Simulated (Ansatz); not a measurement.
Reactions of C₂H₇NOSi, SMILES `NC1([SiH3])CO1`.

Calculated with Ansatz (gas phase, PBE0-D4/def2-TZVP geometries, no zero-point term in ΔE). CBS: MP2 limit from def2 TZ/QZ plus the TZ coupled-cluster correction, frozen cores. This one scheme is used for every species, atoms too. For atomizations the MP2-based limit and the directly extrapolated one differ by several kJ/mol either way, and by 10 to 25 for some Ge, Se and Sn compounds, so smaller differences from it don't rank the levels. No spin–orbit coupling; open shells (•) take unrestricted orbitals. Spin–orbit coupling would lower the free atoms: a little for C, O, Si. Bonds to Ga, Ge are less sure, by a few kJ/mol each and by 10 to 20 or more in all where they break to atoms, as the def2 sets lack core-valence functions. Scalar relativity is left out up to krypton. One conformer a species, not always the lowest.

Problem. Order these by ΔE at CCSD(T)/CBS, lowest first. (Best estimate.)
A. `NC1([SiH3])CO1` + `[OH][Ga]([OH])[SH]` → `[OH][Ga]([SH])[O][SiH3]` + `NC1CO1`
B. `NC1([SiH3])CO1` + `C[NH][GeH3]` → `C[N]([SiH3])[GeH3]` + `NC1CO1`
C. `NC1([SiH3])CO1` + `CB(N)O` → `CB(N)O[SiH3]` + `NC1CO1`
D. `NC1([SiH3])CO1` → 2 C• + 7 H• + N• + O• + Si•
E. `NC1([SiH3])CO1` → `C=NCO[SiH3]`

Solution. E (-1.31 eV), A (-1.17 eV), C (-1.07 eV), B (-0.72 eV), D (+44.79 eV).

Largest T1 diagnostic: 0.014, for `[OH][Ga]([OH])[SH]`.
